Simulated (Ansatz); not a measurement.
```yaml
crystal:
  periodic: [false, false, false]
  atoms:
    - {symbol: O, position_ang: [-1.998228, 0.243958, 0.774268]}
    - {symbol: Ga, position_ang: [-0.344921, -0.459136, 0.824035]}
    - {symbol: O, position_ang: [0.819135, 0.269627, 1.978282]}
    - {symbol: O, position_ang: [0.007730, -2.149026, 0.307993]}
    - {symbol: As, position_ang: [0.649664, 1.000005, -1.227225]}
    - {symbol: H, position_ang: [-2.664264, -0.354184, 0.432125]}
    - {symbol: H, position_ang: [1.487247, -0.361677, 2.253660]}
    - {symbol: H, position_ang: [-0.739831, -2.618157, -0.065187]}
    - {symbol: H, position_ang: [2.113576, 0.894940, -1.576027]}
    - {symbol: H, position_ang: [0.610444, 2.494694, -1.037618]}
    - {symbol: H, position_ang: [0.124847, 0.981854, -2.643607]}
basis:
  gaussian: {orbitals: cc-pVTZ-DK}
total_charge: 1
magnetization: {spin_polarized: true, initial_magnetization: 1}
hamiltonian: {xc: {name: HF}}
correlation: {method: mp2, frozen_orbitals: {O: 9}}
accuracy: high
output: {forces: true}
```

```sh
$ ansatz run in.yaml --threads 4 --pin off --events-out ev --progress --plain --max-ram 11315MiB
```

It prints (some lines left out):

```
Functional definition: HF
Error: "frozen_orbitals" has no count for Ga
```

Problem. What is wrong with this run?

Solution. Frozen orbitals are typed for one element alone, and the program wants a count for each. The program refused the input.
